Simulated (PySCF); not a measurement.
Structure with atom numbers: `[CH3:1][c:2]1[o:3][c:4]([SiH3:5])[cH:6][p:7]1` (H(Xn): hydrogen on atom n).

PySCF calculation with structure optimised with GFN2-xTB and shieldings: GIAO PBE0/pcSseg-1; fast rotation and ring inversion assumed for equivalent nuclei, single conformer, no solvent model, relativity neglected.

List the cross peaks expected in HSQC, COSY and HMBC spectra.

Results:



HSQC (one-bond C–H):
```tsv
δH	δC
7.65 (H(C6))	145.9 (C6)
2.89 (H(C1))	21.8 (C1)
```

HMBC (two and three bonds, from the bond graph):
```tsv
δH	δC
7.65 (H(C6))	210.8 (C2), 160.8 (C4)
4.52 (H(Si5))	160.8 (C4), 145.9 (C6)
2.89 (H(C1))	210.8 (C2)
```

No COSY cross peaks are expected.

Shifts are taken against calculated references (same method and geometry level): ¹H (31.72 ppm), ¹³C (186.93 ppm) vs TMS.

Shifts are as computed. Against solution values, carbons near 30 ppm lie about +3 ppm off and those near 130 ppm about +5 ppm. Of 1211 compounds with measured shifts, 218 miss one by over three times the rms of a fit or turn the order of signals round; such compounds aren't used in these exercises.
